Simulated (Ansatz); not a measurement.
`[F][Hf]([F])([Cl])[c]1ccccc1` and `C[O][Zr]([OH])([Cl])[c]1ccccc1` differ in one atom or group.

Ansatz, PBE0-D4/def2-TZVP geometries, multiplicity 1. Each molecule was computed in one conformer, which needn't be the lowest.

Elements past krypton have def2 core potentials.

```csv
property,`[F][Hf]([F])([Cl])[c]1ccccc1`
HOMO energy (B3LYP/def2-TZVPP) / eV,-7.45
size of the dipole moment (ωB97M-V/def2-TZVPP) / D,1.86
LUMO energy (ωB97M-V/def2-TZVPP) / eV,0.37
HOMO–LUMO gap (B3LYP/def2-TZVPP) / eV,5.61
size of the dipole moment (B3LYP/def2-TZVPP) / D,2.08
size of the dipole moment (PBE/def2-TZVPP) / D,2.05
```

Q: What does the change do to each property? (Best estimate.)

A: Computed: 
```tsv
property	`C[O][Zr]([OH])([Cl])[c]1ccccc1`	shift
HOMO energy (B3LYP/def2-TZVPP) / eV	-6.97	0.48
size of the dipole moment (ωB97M-V/def2-TZVPP) / D	3.40	1.54
LUMO energy (ωB97M-V/def2-TZVPP) / eV	0.62	0.25
HOMO–LUMO gap (B3LYP/def2-TZVPP) / eV	5.45	-0.16
size of the dipole moment (B3LYP/def2-TZVPP) / D	3.38	1.30
size of the dipole moment (PBE/def2-TZVPP) / D	3.38	1.33
```

With PBE0 the HOMO rises by 0.48 eV and the LUMO rises by 0.31 eV, so the gap narrows by about 0.17 eV. PBE moves the HOMO by 0.60 eV and ωB97M-V by 0.51 eV. Dipoles are sizes alone; their direction can turn.

B3LYP here is the variant with VWN-RPA as its local correlation; programs differ in this.
